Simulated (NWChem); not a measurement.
System: C4H4F2; SMILES [C@H]1(C=C(F)C1)F

```xyz
10

F      0.0378    -2.2430    -0.2298
C      0.0615    -0.9458    -0.0298
C      1.0474    -0.0635     0.1638
C      0.0366     1.0213     0.4278
F      0.0685     2.0921    -0.4242
C     -1.0910    -0.0069     0.1226
H      2.1357    -0.1006     0.1895
H      0.0199     1.4110     1.4602
H     -1.6331     0.2361    -0.8037
H     -1.8068    -0.2188     0.9332
```
Atoms are numbered in this order, from 1.

Program: NWChem. Pople sets run with spherical d functions. Geometry: optimised at PBE0/def2-SVP. Vertical excitations in the gas phase; the lowest state need not have the same character in each row.

```json
[
 {"level": "PBE/6-31+G*, full TDDFT", "lowest excitation, singlet (eV)": "6.43", "oscillator strength of that lowest state": "0.017", "lowest state with f > 0.02, singlet (eV)": "6.66", "orbital gap (eV)": "5.50"},
 {"level": "B3LYP/6-31+G*, full TDDFT", "lowest excitation, singlet (eV)": "6.80", "oscillator strength of that lowest state": "0.014", "lowest state with f > 0.02, singlet (eV)": "6.99", "orbital gap (eV)": "7.23"},
 {"level": "LDA (Slater exchange, VWN5)/6-31+G*, full TDDFT", "lowest excitation, singlet (eV)": "6.53", "oscillator strength of that lowest state": "0.030", "lowest state with f > 0.02, singlet (eV)": "6.53", "orbital gap (eV)": "5.44"}
]
```
